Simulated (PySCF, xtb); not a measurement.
C2H4ClFSi2, SMILES C#C[Si@H](F)[SiH2]Cl.

The structure is a stationary point at PBE-D3(BJ)/def2-SVP. The structure was generated by enumeration; whether it is a known compound was not checked. One conformer was computed; it need not be the lowest.

Computed with IEF-PCM-ωB97X/def2-SVP (PySCF 2.14.0).

The values are the electrostatic part of the solvation free energy, E(continuum) − E(gas) at the gas-phase geometry, in a cavity of scaled van der Waals radii (PySCF's table); cavitation and dispersion terms are not included. In vacuum the orbital gap is 11.22 eV. The dipole moment in vacuum is 2.27 D.

```json
[
 {"solvent": "water", "ε": "78.36", "ΔG(elec) (kcal/mol)": "-4.6", "dipole (D)": "2.90", "gap (eV)": "11.26"},
 {"solvent": "dimethylsulfoxide", "ε": "46.83", "ΔG(elec) (kcal/mol)": "-4.5", "dipole (D)": "2.89", "gap (eV)": "11.26"},
 {"solvent": "1-octanol", "ε": "9.86", "ΔG(elec) (kcal/mol)": "-3.9", "dipole (D)": "2.80", "gap (eV)": "11.25"}
]
```

For comparison, GFN2-xTB/ALPB(water) (xtb, at the GFN2-xTB geometry, all terms of that model) gives -1.9 kcal/mol.
